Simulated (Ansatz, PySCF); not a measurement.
BH3 (SMILES B) and H2O (SMILES O) are pulled apart as rigid monomers along the line of their centres of mass, from the B3LYP-D3(BJ)/def2-TZVP minimum. Starting geometry (charge 0, multiplicity 1):
```xyz
7

B      0.211     0.249     0.790
H      0.617    -0.767     0.287
H     -0.853     0.637     0.394
H      1.037     1.091     1.006
O     -0.190    -0.248     2.397
H     -0.845    -0.957     2.353
H      0.599    -0.610     2.820
```

Interaction energies with rigid monomers; basis-set methods are counterpoise corrected unless marked otherwise.

Correlated levels freeze the cores.

The values were computed with Ansatz (Gaussian basis) for Hartree–Fock, density functionals and correlated methods; PySCF for the dispersion terms. Each number belongs to the level named beside it.

```
B1···O5 (Å)  B3LYP-D4/def2-TZVPPD (kJ/mol)  PBE0/def2-TZVPPD (kJ/mol)  PBE0-D4/def2-TZVPPD (kJ/mol)  CCSD/aug-cc-pVDZ (kJ/mol)  CCSD(T)/aug-cc-pVTZ (kJ/mol)
-----------  -----------------------------  -------------------------  ----------------------------  -------------------------  ----------------------------
1.56                                 -77.5                      -92.5                         -95.1                      -53.0                         -76.8
1.73                                 -92.1                     -103.1                        -105.6                        ___                         -91.5
1.99                                 -78.8                      -84.3                         -86.8                      -68.6                         -77.0
2.42                                 -45.8                      -45.9                         -48.2                      -40.5                         -43.4
3.11                                 -17.0                      -15.8                           ___                      -15.7                         -16.2
```

Task: Fill in the missing entries.

Result: 
- 1.73, CCSD/aug-cc-pVDZ (kJ/mol): -75.5
- 3.11, PBE0-D4/def2-TZVPPD (kJ/mol): -17.4

Ansatz is a quantum-chemistry and plane-wave program.
